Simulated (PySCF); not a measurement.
All of these have the formula C5H7FO2Si. Theory: PySCF, TDDFT wB97X-D/def2-SVPD, vertical, gas phase, core orbitals frozen in the response. Geometries: GFN2-xTB; one conformer of each isolated species. Triplets are in the Tamm–Dancoff approximation.

A. `O=C=C(C=O)[C@H]([SiH3])CF`
B. `C[C@@]1(F)C=CO[SiH2]C1=O`
C. `FCC#C[SiH]1OCCO1`
D. `COC1=C[Si@@H](O)C=C1F`

Lowest singlet levels (six at most, fewer where fewer were computed) with oscillator strengths:

1. 3.29 eV (f 0.002); 5.17 eV (f 0.040); 5.78 eV (f 0.005); 6.61 eV (f 0.008); 6.72 eV (f 0.115); 6.98 eV (f 0.021); T1 2.71 eV
2. 5.74 eV (f 0.000); 6.18 eV (f 0.001); 6.34 eV (f 0.001); 7.13 eV (f 0.031); 7.26 eV (f 0.017); 7.31 eV (f 0.002); T1 4.98 eV
3. 4.23 eV (f 0.026); 5.77 eV (f 0.002); 6.32 eV (f 0.184); 6.46 eV (f 0.006); 6.83 eV (f 0.016); 7.00 eV (f 0.048); T1 2.80 eV
4. 3.75 eV (f 0.001); 4.57 eV (f 0.001); 5.27 eV (f 0.049); 6.23 eV (f 0.229); 6.82 eV (f 0.005); 7.07 eV (f 0.012); T1 3.47 eV

Question: Which spectrum belongs to which structure?

Answer: 1 = B, 2 = C, 3 = D, 4 = A.
- A: S1 at 3.75 eV, HOMO→LUMO (96%); Löwdin shares by element: HOMO carbon 54% or more, oxygen 16% or more (atoms not listed hold the other 30%); LUMO carbon 56% or more, oxygen 31% or more; HOMO -9.19 and LUMO 0.04 eV.
- B: S1 at 3.29 eV, HOMO→LUMO (84%), HOMO-1→LUMO (11%); Löwdin shares by element: HOMO oxygen 42%, carbon 23% or more (atoms not listed hold the other 34%); LUMO carbon 39% or more, oxygen 30% or more, silicon 10% (atoms not listed hold the other 21%); HOMO -8.77 and LUMO 0.11 eV.
- C: S1 at 5.74 eV, HOMO-1→LUMO (54%), HOMO→LUMO (28%); Löwdin shares by element: HOMO oxygen 44%, carbon 20% or more (atoms not listed hold the other 36%); LUMO carbon 59% or more, silicon 17% (atoms not listed hold the other 24%); HOMO -9.91 and LUMO 1.05 eV.
- D: S1 at 4.23 eV, HOMO→LUMO (98%); Löwdin shares by element: HOMO carbon 76% or more (atoms not listed hold the other 24%); LUMO carbon 63% or more (atoms not listed hold the other 37%); HOMO -8.43 and LUMO 0.20 eV.
